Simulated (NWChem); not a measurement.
BHOCl2; SMILES OB(Cl)Cl

```xyz
5

B      0.3652     0.0163     0.0000
Cl    -0.5261    -1.5087     0.0000
Cl    -0.5064     1.5343     0.0000
O      1.7033     0.0404     0.0000
H      2.1002    -0.8383     0.0000
```
Atoms are numbered in this order, from 1.

Program: NWChem. Coordinates come from a PBE0/def2-SVP optimisation.

Task: Estimate the computed values for HCTH/407/def2-SVP. Quantities: highest occupied level (eV); orbital gap (eV); dipole (D).

Result: The highest occupied level (eV) comes out as -7.59. The orbital gap (eV) is 6.60. The dipole (D) comes out as 1.93.
